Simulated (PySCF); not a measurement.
B(OH)2(nBu), SMILES CCCCB(O)O at its GFN2-xTB optimised geometry (Å):

```
18

B      1.0305     1.1207     0.0000
O      0.2937     2.2583     0.0000
H      0.7702     3.0897    -0.0009
O      2.3881     1.1207     0.0000
H      2.8274     1.9726     0.0052
C      0.2860    -0.2904     0.0205
C     -1.1714    -0.2390    -0.4436
C     -1.8598    -1.6045    -0.4339
C     -2.0857    -2.1534     0.9701
H      0.8373    -1.0052    -0.5927
H      0.3225    -0.6769     1.0409
H     -1.7229     0.4530     0.1943
H     -1.2000     0.1625    -1.4585
H     -2.8274    -1.5104    -0.9332
H     -1.2597    -2.3143    -1.0081
H     -2.6567    -1.4448     1.5664
H     -1.1403    -2.3419     1.4719
H     -2.6383    -3.0897     0.9267
```

Method: CAM-B3LYP/def2-SVP (PySCF 2.14.0). Cells within 0.4 Å of a nucleus heavier than hydrogen are left out (blank, or x).

Map of the deformation density (molecule minus spherical neutral atoms) (e/bohr³) on the plane z = 1.0 Å:

```
|111111111111111111111111111|
|111111111111111111111111111|
|111111111111111111111111111|
|111111111111111111111111111|
|111111111111111111111111111|
|111111111111111111111111111|
|111111111111111011111111111|
|111111111111111011111111111|
|111111111111111101111111111|
|111111111111111000111111111|
|111111111111100001111111111|
|111111111111000000111111111|
|111111111000000000111111111|
|111111111000012100111111111|
|111111100000046201111111111|
|111111000000034101111111111|
|111111121000011111111111111|
|111110143010001111111111111|
|11111013xx41011111111111111|
|11111027x331111111111111111|
|111111294111111111111111111|
|111110011001111111111111111|
|111111001111111111111111111|
|111111111111111111111111111|
|111111111111111111111111111|
|111111111111111111111111111|
|111111111111111111111111111|
```
Scale: ten equal steps from -0.015 (start of '0') to 0.095 (end of '9'), in the order '0123456789'; x runs from -5.50 to 5.50, y from -5.50 (bottom) to 5.50 (top).
